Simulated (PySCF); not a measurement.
Ge(H)2(Br)(Me) (CH5BrGe), SMILES [CH3][GeH2][Br].

Geometry optimised at ωB97X-D3(BJ)/def2-SVP.

Two levels are set side by side: TDDFT-PBE/def2-SVPD (PySCF) and TDDFT-M06-2X/def2-SVPD (PySCF). Vertical, same geometry. The lowest singlet is HOMO→LUMO 99 % with PBE and HOMO−1→LUMO 78 %, HOMO−1→LUMO+1 15 % with the other functional; states are paired by order. Differences are taken from unrounded values.

```
quantity                              TDDFT-M06-2X  TDDFT-PBE  TDDFT-PBE minus TDDFT-M06-2X
------------------------------------  ------------  ---------  ----------------------------
lowest singlet excitation (eV)                6.53       5.72                         -0.82
lowest triplet excitation (TDA) (eV)          6.19       5.32                         -0.87
```

Functionals without exact exchange tend to place singlet excitations lower, as here. Differences between two approximate levels are no errors against the true value.

Rough cost on one machine, each run with all the roots and properties that it gave: TDDFT-M06-2X against TDDFT-PBE about 10 times.
